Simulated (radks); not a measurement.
Excited configurations of Ga20+: one electron is placed in a higher orbital outside [Ne]. The ground configuration is [Ne] 3s1. Method: Dirac Kohn-Sham, PBEsol, spin-unpolarised, spherical densities, point nucleus; open shells fill j = l - 1/2 first; computed with a radial shooting solver on a logarithmic mesh with Libxc functionals. Excitation = E - E(ground); binding = E(ion) - E, where the ion is the core of charge +21; n* = 21/sqrt(2 binding) in atomic units. These energies are relativistic, and a one-electron ion of charge +21 with no core already has n* below n in this formula (Dirac formula, point nucleus: 3d3/2 2.997, 4s1/2 3.990, 4f5/2 3.998, 5s1/2 4.990, 5p1/2 4.990, 6s1/2 5.990, 6d3/2 5.996, 6f5/2 5.998, 7s1/2 6.989, 7p1/2 6.989, 7f5/2 6.997).

outer orbital,excitation (eV),binding (eV),n*,eigenvalue (eV),<r> (bohr)
3d3/2,112.08,694.67,2.939,-670.78,0.4691
4s1/2,374.42,432.32,3.725,-422.65,0.9937
4f5/2,431.47,375.28,3.999,-363.60,0.8506
5s1/2,537.70,269.04,4.722,-263.34,1.595
5p1/2,546.44,260.30,4.801,-254.61,1.602
6s1/2,623.26,183.49,5.718,-179.73,2.339
6d3/2,635.08,171.67,5.912,-167.83,2.356
6f5/2,638.46,168.28,5.971,-164.26,2.262
7s1/2,673.61,133.14,6.713,-130.47,3.224
7p1/2,676.66,130.09,6.791,-127.42,3.253
7f5/2,682.97,123.77,6.963,-121.02,3.181

The Delta-SCF ionisation energy is 806.75 eV (NIST Atomic Spectra Database: 807.31 eV, semi-empirical). Self-interaction in the functional shifts the binding energies and quantum defects, so they are the method's values and not measured ones. Spin polarisation and multiplet splitting are left out, so open shells lie too high by an amount that depends on their filling.

Beside tabulated values, note that spin-unpolarised runs miss the spin-polarisation part of the exchange energy of open shells.
